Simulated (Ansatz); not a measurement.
`[SiH3]O[AsH2]` + `CO[AsH2]` → `CO[AsH][SiH3]` + `O[AsH2]` at 298.15 K and 1 bar (ligand exchange at the Si–O bond).

Gas-phase electronic energies from Ansatz, PBE0-D4/def2-TZVP geometries. CCSD(T)/CBS adds triple-zeta CCSD(T) − MP2 to the extrapolated MP2 energy (def2 sets, frozen cores). For As outer-core shells are correlated without core-valence functions, which leaves a few kJ/mol of doubt a bond. Scalar relativity is left out up to krypton. Each species was taken in one conformer, which may not be the lowest.

```csv
species,CCSD(T)/CBS energy (Eh),H − E (kJ/mol),S (J/(mol·K))
`[SiH3]O[AsH2]`,-2602.28728,136.3,338.7
`CO[AsH2]`,-2351.21577,166.5,295.9
`CO[AsH][SiH3]`,-2641.50192,218.5,366.7
`O[AsH2]`,-2311.97217,89.1,265.7
```

H − E and S are ideal-gas, rigid-rotor, harmonic terms from PBE0-D4/def2-TZVP, for one conformer and one mirror image of each species. 1 Eh = 2625.50 kJ/mol, R = 8.31446 J/(mol·K).

Problem. By hand: ΔE, ΔH, ΔS and ΔG.

Solution. ΔE = (-2641.50192) + (-2311.97217) − (-2602.28728) − (-2351.21577) = 0.02896 Eh = 76.0 kJ/mol. Δ(H − E) = 218.5 + 89.1 − 136.3 − 166.5 = 4.8, so ΔH = 80.8 kJ/mol. ΔS = 366.7 + 265.7 − 338.7 − 295.9 = -2.2 J/(mol·K). ΔG = 80.8 − 298.15 × (-2.2)/1000 = 81.5 kJ/mol.

Problem. By hand: the equilibrium constant, and the temperature at which ΔG would vanish if ΔH and ΔS stayed fixed.

Solution. log₁₀ K = −ΔG/(RT ln 10) = -14.3. ΔH and −TΔS have one sign here, so there is no such temperature.

The number of gas molecules stays the same, so ΔS is small and ΔH decides. A doubt of 5 kJ/mol in ΔE shifts log₁₀ K by 0.9 here. Other conformers and mirror images would add mixing entropy, several J/(mol·K) or more a flexible species. Modes under 60 cm⁻¹, often nearly free rotors, make the harmonic entropy too high. These are equilibria of isolated gas molecules and say nothing of rates. Largest T1 diagnostic: 0.012 (customary marks: 0.02 for closed shells, 0.045 for open ones).

ΔS is within the doubt of such terms, so its sign, and with it that verdict, could turn.
